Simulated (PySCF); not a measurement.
Telling isomers of C₇H₁₁ClO apart by NMR

- GIAO PBE0/pcSseg-1 shieldings
- coordinates at the PBE0-D3(BJ)/def2-SVP level
- code: PySCF 2.14
- non-relativistic, equivalent nuclei averaged, a single conformation, in vacuum

Chemical shifts δ = σref − σ; ¹H (31.27 ppm) and ¹³C (184.41 ppm) against TMS, all at this level. Where no couplings were computed, multiplicities follow the n + 1 count of equivalent neighbours, and m marks all less simple cases (inequivalent or close neighbours, rings, F or P nearby). Shifts are as computed. Against solution values, carbons near 30 ppm lie about +2 ppm off and those near 130 ppm about +5 ppm; carbons on Cl a further +5 ppm. Of 1309 compounds with measured shifts, 239 miss one by over three times the rms of a fit or turn the order of signals round; such compounds aren't used in these exercises. Carbons bonded to Cl come out too deshielded.

(1) Tabulate the signals of `O=C(Cl)C1CCCCC1`, `CCC(C(=O)Cl)=C(C)C` and their relative energies.

(2) What is the quickest way to tell O=C(Cl)C1CCCCC1 from CCC(C(=O)Cl)=C(C)C?

Results:

(1) 
```json
{"SMILES": "O=C(Cl)C1CCCCC1", "carbon types": "1×C 1×CH 5×CH2", "δC": "186.6, 53.6, 30.7, 27.9, 24.1", "δH": "2.52 (m, 1H), 2.26 (m, 2H), 1.59 (m, 1H), 1.40 (m, 2H), 1.37 (m, 2H), 1.29 (m, 2H), 1.12 (m, 1H)", "E rel. (kcal/mol)": "0.0"}
{"SMILES": "CCC(C(=O)Cl)=C(C)C", "carbon types": "3×C 1×CH2 3×CH3", "δC": "174.2, 170.3, 137.1, 28.1, 27.8, 27.1, 16.1", "δH": "2.48 (q, 2H), 2.19 (s, 3H), 2.11 (s, 3H), 1.13 (t, 3H)", "E rel. (kcal/mol)": "19.0"}
```

Energies are electronic energies at PBE0/pcSseg-1 on these geometries, without zero-point or thermal terms, each for the one conformer computed, which needn't be the lowest.

(2) Count the carbon signals: 5 against 7. The first has an sp3 CH α to a carbonyl at 53.6 ppm, the second an allylic methyl carbon (CH3) at 28.1 ppm. Their most deshielded carbons lie at 186.6 and 174.2 ppm.
